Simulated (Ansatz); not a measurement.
A made-up structure of GeH2SeO, closed shell:

```
atom    x (Å)    y (Å)    z (Å)
  O1  -0.0999   0.3049  -0.2556
 Ge2   0.9325  -1.0555   0.2963
 Se3  -0.4631  -0.9697   1.5967
  H4  -0.6066   0.1308  -1.0643
  H5   0.2990   1.1841  -0.1620
```

It is relaxed with PBE-D4/def2-SVP and then PBE0-D4/def2-TZVP (Ansatz 0.2.0). Atoms count as bonded within 1.22 times the sum of their covalent radii (H–H: 0.88 Å). The end point is not checked to be a true minimum.

Task: Does its bonding change? (A judgement: the text doesn't fix the answer.)

Result: Computed: Yes. Formed: none; broken: O1–Ge2.

Where it ends: The first stage lowers the energy by 4.41 eV in 34 steps. It ends as a complex of GeSe + H₂O:
```json
{"atom": "O1", "x (Å)": "0.0456", "y (Å)": "0.8623", "z (Å)": "-0.4098"}
{"atom": "Ge2", "x (Å)": "1.1637", "y (Å)": "-0.6909", "z (Å)": "1.1315"}
{"atom": "Se3", "x (Å)": "-0.6827", "y (Å)": "-1.8089", "z (Å)": "1.3878"}
{"atom": "H4", "x (Å)": "-0.7714", "y (Å)": "0.3440", "z (Å)": "-0.3621"}
{"atom": "H5", "x (Å)": "0.3067", "y (Å)": "0.8880", "z (Å)": "-1.3363"}
```

For scale, one of the runs: PBE0-D4/def2-TZVP relaxation, 139 basis functions, launched by `ansatz run in.yaml --threads 2 --pin off --events-out ev --progress --plain --max-ram 4352MiB`. Hardware: 2 CPU threads of an Arm Neoverse V1, shared host. Wall time about 34 s.
